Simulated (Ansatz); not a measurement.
`FC(F)(F)Sc1ccc(Sc2ccc(Sc3ccc(C(F)(F)F)cc3)cc2)cc1`, relaxed as a singlet with RKS PBE-D4/def2-SVP in Ansatz, starting from the GFN2-xTB geometry. Force threshold 0.03 eV/Å.

Single mean-field runs in def2-SVP are fitted with def2-universal-jkfit.

Start:

```xyz
41

F     2.293    6.047    1.017
C     1.157    6.484    0.464
F     0.815    7.602    1.092
F     0.225    5.567    0.726
S     1.328    6.802   -1.328
C     1.099    5.133   -1.924
C     1.861    4.083   -1.433
C     1.651    2.807   -1.919
C     0.695    2.586   -2.904
S     0.437    0.984   -3.609
C     0.774   -0.086   -2.230
C     1.570   -1.205   -2.432
C     1.811   -2.073   -1.384
C     1.253   -1.822   -0.139
S     1.652   -2.908    1.218
C     0.068   -3.446    1.779
C     0.011   -4.019    3.049
C    -1.184   -4.503    3.534
C    -2.331   -4.415    2.752
C    -3.620   -4.937    3.313
F    -4.037   -4.219    4.375
F    -3.508   -6.206    3.748
F    -4.629   -4.928    2.432
C    -2.277   -3.852    1.484
C    -1.077   -3.372    0.995
C     0.452   -0.704    0.063
C     0.203    0.157   -0.986
C    -0.037    3.651   -3.417
C     0.159    4.924   -2.923
H     2.618    4.248   -0.683
H     2.241    1.987   -1.539
H     1.996   -1.391   -3.406
H     2.436   -2.941   -1.523
H     0.909   -4.083    3.643
H    -1.236   -4.945    4.517
H    -3.167   -3.794    0.877
H    -1.035   -2.950    0.003
H     0.019   -0.515    1.034
H    -0.424    1.024   -0.838
H    -0.763    3.474   -4.195
H    -0.410    5.757   -3.304
```

Task: Estimate the energy that the relaxation releases and the steps that it takes.

Result: 36.4 kJ/mol, in 25 steps; 66 s on 2 threads of AMD EPYC 7R13 on a shared host and a share (18 GiB) of an NVIDIA H100 80GB HBM3. The force fell under the threshold at step 16, but the optimiser went on and released 0.004 eV more. No frequencies were taken in this run, so the end may be a saddle point.

Task: Does the start keep its bonding and symmetry?

Result: By distances, no bond broke or formed. The bond that changes most is C11–C27, from 1.39 to 1.41 Å (atoms count from 1).

Task: Predict the relaxed structure.

Result: 
Cartesian coordinates in Å:
```
F 1.2149 5.8642 1.0702
C 0.7485 6.8224 0.2415
F 0.8700 8.0130 0.8528
F -0.5608 6.5696 0.0457
S 1.6885 6.9067 -1.3332
C 1.3489 5.2487 -1.9121
C 2.1545 4.1729 -1.4889
C 1.8970 2.8780 -1.9488
C 0.8166 2.6437 -2.8262
S 0.4684 1.0400 -3.5155
C 0.8275 -0.0770 -2.1758
C 1.4430 -1.3040 -2.4905
C 1.6570 -2.2620 -1.4890
C 1.2934 -1.9877 -0.1582
S 1.6781 -3.1760 1.1156
C 0.0742 -3.6488 1.7249
C 0.0426 -4.3225 2.9661
C -1.1723 -4.7670 3.4938
C -2.3740 -4.5359 2.7998
C -3.6868 -4.9566 3.4081
F -4.1627 -4.0191 4.2693
F -3.5669 -6.1091 4.1127
F -4.6429 -5.1485 2.4670
C -2.3425 -3.8663 1.5651
C -1.1285 -3.4293 1.0235
C 0.6971 -0.7481 0.1601
C 0.4419 0.1898 -0.8430
C 0.0120 3.7215 -3.2500
C 0.2826 5.0198 -2.8006
H 2.9920 4.3616 -0.8017
H 2.5376 2.0436 -1.6284
H 1.7534 -1.5086 -3.5261
H 2.1207 -3.2284 -1.7359
H 0.9784 -4.4940 3.5194
H -1.1906 -5.2977 4.4568
H -3.2788 -3.6982 1.0135
H -1.1155 -2.9200 0.0497
H 0.4165 -0.5312 1.2016
H -0.0459 1.1430 -0.5919
H -0.8385 3.5355 -3.9231
H -0.3488 5.8621 -3.1185
```
Bond lengths: 19 × C–C 1.40 to 1.51 Å; 6 × C–S 1.78 to 1.84 Å; 6 × C–F 1.34 to 1.36 Å; 12 × C–H 1.10 Å.
